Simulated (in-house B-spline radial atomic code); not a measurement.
The numbers below are computed, except where a source is named.
## Weak and strong correlation along the adiabatic connection

Two-electron singlets in several external potentials (atomic units), by full CI in B-splines with partial waves to l = 8 (correlation energies up to 0.6 % small). The repulsion is scaled by λ at fixed density; W(λ) is the mean repulsion less the Hartree energy, W(0) = E_x, and the area under W from 0 to 1 is E_xc.

One system gave this curve:

```csv
λ,W (hartree)
0,-0.73219
0.02,-0.73415
0.05,-0.73705
0.12,-0.74362
0.25,-0.75508
0.4,-0.76724
0.6,-0.7819
0.8,-0.79502
1,-0.80683
1.4,-0.82716
2,-0.85139
3,-0.88064
4.5,-0.90948
7,-0.93821
10,-0.95853
```

(1) Which system is it?
A. −Z/r, Z = 1.53, wall at 6.29 bohr
B. −Z/r, Z = 2.9
C. ω²r²/2 − Z/r, ω = 0.722, Z = 1.5
D. −Z exp(−kr)/r, Z = 8.79, k = 3.27

Answers

(1) A. The exchange energy sets the size: −Z/r, Z = 1.53, wall at 6.29 bohr: E_x = -0.732, E_c = -0.0408; −Z exp(−kr)/r, Z = 8.79, k = 3.27: E_x = -4.72, E_c = -0.0463; −Z/r, Z = 2.9: E_x = -1.59, E_c = -0.0433; ω²r²/2 − Z/r, ω = 0.722, Z = 1.5: E_x = -0.987, E_c = -0.0398 hartree.
